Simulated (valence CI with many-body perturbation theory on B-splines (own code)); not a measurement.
E1 line list for La⁵¹⁺

Level of theory: valence CI with perturbative core correlation (CI+MBPT): four valence electrons over a frozen Dirac-Fock core [He], a basis of 11 s, 11 p, 10 d, 8 f, 5 g, 2 h functions for each j, with the one-electron correlation potential Σ1, the two-electron term Σ2, the three-electron term Σ3, Breit, model QED; selected CI, second order for the rest, scaled by the run's own slope (own B-spline code, finite nucleus).

The last digits are not significant, and no measured levels were compared; by estimate large intervals hold to a few tenths of a per cent, small ones and those within an open d or f shell to about a per cent. Among the levels kept, up to 880 cm⁻¹ of a level comes from second order outside the variational space, and about a tenth of that is noise between levels of different J, which matters for small intervals.

Lines 201 to 250 of 544 in falling wavelength, among levels below 535.03 Ry, chosen from the strongest by gf and those to the six lowest levels. Wavelengths and rates use the calculated energies. Electric multipoles are in the length gauge, E1 and E2 with the static RPA response of the core. Weak lines are less certain than strong ones. Lines between different terms over intervals too small for the method are left out, as are lines whose strength nearly cancels. The highest levels of a list are the least certain.

Levels are named by their leading jj configuration (3d3/2^4 stands for four electrons in 3d with j = 3/2), which in mixed levels can hold well under half, so a name can repeat and another be missing. Letters in brackets count levels of one name in rising energy.

```csv
λ vac (nm),Upper,Lower,A (s⁻¹),S (a.u.)
1.839,(2p1/2^2 2p3/2 3d3/2) J=2,(2s 2p1/2^2 3d3/2) J=2,3.90e+11,5.98e-03
1.839,(2s 2p1/2 2p3/2 3s) J=1 [c],(2s^2 2p1/2 3s) J=1,1.03e+12,9.44e-03
1.837,(2s 2p1/2 2p3/2 3p3/2) J=2 [e],(2s^2 2p1/2 3p3/2) J=1,6.91e+11,1.06e-02
1.837,(2s 2p3/2^2 3d3/2) J=1 [b],(2s^2 2p3/2 3d3/2) J=2,9.11e+11,8.36e-03
1.837,(2s 2p1/2 2p3/2 3d5/2) J=1 [c],(2s^2 2p1/2 3d5/2) J=2,1.17e+12,1.07e-02
1.833,(2s 2p1/2 2p3/2 3d3/2) J=1 [c],(2s^2 2p1/2 3d3/2) J=2,1.27e+12,1.16e-02
1.832,(2p1/2 2p3/2^2 3p1/2) J=0,(2s 2p1/2 2p3/2 3p1/2) J=1 [c],1.92e+12,5.83e-03
1.826,(2p1/2^2 2p3/2 3d5/2) J=3,(2s 2p1/2^2 3d5/2) J=2,3.31e+11,6.96e-03
1.826,(2s 2p3/2^2 3d5/2) J=3 [c],(2s^2 2p3/2 3d5/2) J=2,4.66e+11,9.80e-03
1.826,(2s 2p3/2^2 3s) J=1 [b],(2s^2 2p3/2 3s) J=1,1.78e+12,1.61e-02
1.824,(2s 2p1/2 2p3/2 3s) J=2 [c],(2s^2 2p1/2 3s) J=1,8.29e+11,1.24e-02
1.824,(2s 2p3/2^2 3s) J=1 [a],(2s^2 2p3/2 3s) J=2,1.08e+12,9.69e-03
1.823,(2s 2p1/2 2p3/2 3p3/2) J=2 [c],(2s 2p1/2^2 3s) J=1,7.18e+11,1.07e-02
1.823,(2p1/2^2 2p3/2 3d3/2) J=3,(2s 2p1/2^2 3d3/2) J=2,6.57e+11,1.38e-02
1.823,(2s 2p3/2^2 3p1/2) J=1 [b],(2s^2 2p3/2 3p1/2) J=2,1.23e+12,1.10e-02
1.823,(2s 2p3/2^2 3p3/2) J=2 [b],(2s^2 2p3/2 3p3/2) J=3,1.13e+12,1.68e-02
1.823,(2p1/2^2 2p3/2 3p1/2) J=2,(2s 2p1/2^2 3p1/2) J=1,7.14e+11,1.07e-02
1.822,(2s 2p1/2 2p3/2 3p3/2) J=1 [d],(2s^2 2p1/2 3p3/2) J=2,7.26e+11,6.50e-03
1.821,(2p1/2 2p3/2^2 3p3/2) J=2 [c],(2s 2p1/2 2p3/2 3p3/2) J=3 [c],7.64e+11,1.14e-02
1.821,(2p1/2 2p3/2^2 3p1/2) J=1 [b],(2s 2p1/2 2p3/2 3p1/2) J=2 [c],7.25e+11,6.48e-03
1.820,(2s 2p3/2^2 3d3/2) J=3 [b],(2s^2 2p3/2 3d3/2) J=3,1.29e+12,2.69e-02
1.820,(2s 2p3/2^2 3d5/2) J=4 [b],(2s^2 2p3/2 3d5/2) J=4,1.30e+12,3.47e-02
1.819,(2s 2p1/2 2p3/2 3d5/2) J=2 [b],(2s^2 2p1/2 3d3/2) J=2,5.40e+11,8.02e-03
1.817,(2s 2p3/2^2 3p1/2) J=2 [b],(2s^2 2p3/2 3p1/2) J=2,1.68e+12,2.49e-02
1.817,(2s 2p3/2^2 3p1/2) J=1 [a],(2s^2 2p3/2 3p1/2) J=1,1.46e+12,1.30e-02
1.816,(2s 2p3/2^2 3d3/2) J=2 [c],(2s^2 2p3/2 3d3/2) J=3,1.20e+12,1.77e-02
1.815,(2s 2p3/2^2 3p3/2) J=1 [d],(2s 2p1/2 2p3/2 3s) J=2 [c],1.15e+12,1.02e-02
1.813,(2s 2p3/2^2 3d5/2) J=3 [b],(2s^2 2p3/2 3d5/2) J=4,1.39e+12,2.86e-02
1.812,(2s 2p3/2^2 3d5/2) J=3 [a],(2s 2p1/2 2p3/2 3p1/2) J=3,3.71e+11,7.63e-03
1.811,(2p1/2 2p3/2^2 3d3/2) J=4,(2s 2p1/2 2p3/2 3d3/2) J=4,4.16e+11,1.10e-02
1.810,(2s 2p3/2^2 3p3/2) J=3 [b],(2s^2 2p3/2 3p3/2) J=3,1.24e+12,2.54e-02
1.808,(2s 2p1/2 2p3/2^2) J=1 [a],(2s^2 2p1/2 2p3/2) J=2,7.43e+10,6.50e-04
1.807,(2s 2p1/2 2p3/2^2) J=0,(2s^2 2p1/2 2p3/2) J=1,1.03e+12,2.99e-03
1.805,(2s 2p3/2^2 3d3/2) J=2 [b],(2s^2 2p3/2 3d3/2) J=2,8.25e+11,1.20e-02
1.804,(2s 2p3/2^2 3s) J=2 [b],(2s^2 2p3/2 3s) J=2,1.61e+12,2.34e-02
1.804,(2s 2p3/2^2 3d5/2) J=2 [c],(2s^2 2p3/2 3d5/2) J=3,1.43e+12,2.08e-02
1.803,(2p1/2^2 2p3/2 3d5/2) J=1,(2s 2p1/2^2 3d5/2) J=2,8.68e+11,7.53e-03
1.802,(2p1/2^2 2p3/2 3d3/2) J=1,(2s 2p1/2^2 3d3/2) J=1,7.27e+11,6.30e-03
1.802,(2s 2p3/2^2 3d5/2) J=1 [b],(2s^2 2p3/2 3d5/2) J=2,1.19e+12,1.03e-02
1.799,(2p1/2 2p3/2^2 3s) J=2 [b],(2s 2p1/2 2p3/2 3s) J=2 [b],4.98e+11,7.16e-03
1.799,(2p1/2 2p3/2^2 3d3/2) J=2 [b],(2s 2p1/2 2p3/2 3d3/2) J=2 [b],4.73e+11,6.79e-03
1.798,(2p1/2 2p3/2^2 3p3/2) J=4,(2s 2p1/2 2p3/2 3p3/2) J=4,7.14e+11,1.84e-02
1.793,(2p1/2 2p3/2^2 3p1/2) J=3,(2s 2p1/2 2p3/2 3p1/2) J=3,4.12e+11,8.21e-03
1.792,(2s 2p1/2^2 2p3/2) J=1,(2s^2 2p1/2^2) J=0,1.23e+12,1.05e-02
1.792,(2p1/2 2p3/2^2 3p1/2) J=2 [b],(2s 2p1/2 2p3/2 3p1/2) J=2 [b],8.02e+11,1.14e-02
1.790,(2p1/2 2p3/2^2 3d3/2) J=4,(2s 2p1/2 2p3/2 3d5/2) J=4 [a],2.20e+11,5.61e-03
1.790,(2s 2p3/2^2 3p3/2) J=1 [c],(2s^2 2p3/2 3p3/2) J=2,7.83e+11,6.64e-03
1.789,(2p1/2^2 2p3/2 3p3/2) J=2,(2s 2p1/2^2 3p3/2) J=2,4.09e+11,5.79e-03
1.788,(2p1/2 2p3/2^2 3s) J=3,(2s 2p1/2 2p3/2 3s) J=3,8.14e+11,1.61e-02
1.787,(2p1/2^2 2p3/2 3d5/2) J=3,(2s 2p1/2^2 3d5/2) J=3,4.52e+11,8.92e-03
```
